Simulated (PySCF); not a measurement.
Question: Give a PBE0-D3(BJ)/def2-SVP geometry of SnMe(NHMe)3 (`C[NH][Sn]([CH3])([NH]C)[NH]C`).

Answer: 
```xyz
23
C4H15N3Sn angstrom
Sn     0.0373   -0.2930    0.3725
C     -0.1746   -0.3253    2.5052
H      0.5055   -1.0729    2.9353
H     -1.2070   -0.5826    2.7814
H      0.0697    0.6646    2.9146
N      1.8610   -0.2639   -0.5117
C      2.7140    0.8995   -0.4824
H      2.3701   -1.1408   -0.4640
H      3.3769    0.9362   -1.3667
H      2.0928    1.8087   -0.5124
H      3.3635    0.9824    0.4136
N     -0.7055    1.4895   -0.2860
C     -1.8825    2.1021    0.2766
H     -0.6396    1.6170   -1.2917
H     -2.8500    1.7104   -0.1021
H     -1.8960    1.9659    1.3711
H     -1.8912    3.1947    0.1059
N     -0.7232   -2.0288   -0.3742
C     -0.7634   -2.2676   -1.7980
H     -1.5447   -2.3824    0.1071
H     -1.6139   -1.7942   -2.3318
H      0.1593   -1.8810   -2.2602
H     -0.8009   -3.3490   -2.0239
```

Orientation and origin are arbitrary. Atoms count from 1 in this order. Of the pairs four or more bonds apart, H10···N12 is among the closest relative to their van der Waals radii: 2.83 Å, 103 % of the sum of Bondi's values. N6 (nitrogen bonded to C, Sn and H) has angles 122.3°, 114.7° and 113.5°, sum 350.6°, 0.25 Å off the plane of its three neighbours. All 3 C–N bonds measure 1.441 to 1.444 Å. Sn1 (tin bonded to C and 3 N) is distorted tetrahedral (angles from 100.0° to 121.5°).

Bonds between heavy atoms (Å): Sn1–C2 2.143, Sn1–N6 2.027, Sn1–N12 2.040, Sn1–N18 2.037, N6–C7 1.443, N12–C13 1.441, N18–C19 1.444.

The calculation used PBE0-D3(BJ)/def2-SVP geometry optimisation, gas phase, def2 core potentials past Kr (PySCF 2.14.0).

Point group: C1 (no symmetry element, even within 0.4 Å). PBE0-D3(BJ)/def2-SVP frequencies: not computed here. The numbers are those of one conformer (C2–Sn1–N6–C7 -71°, C2–Sn1–N12–C13 -39°, C2–Sn1–N18–C19 178°).
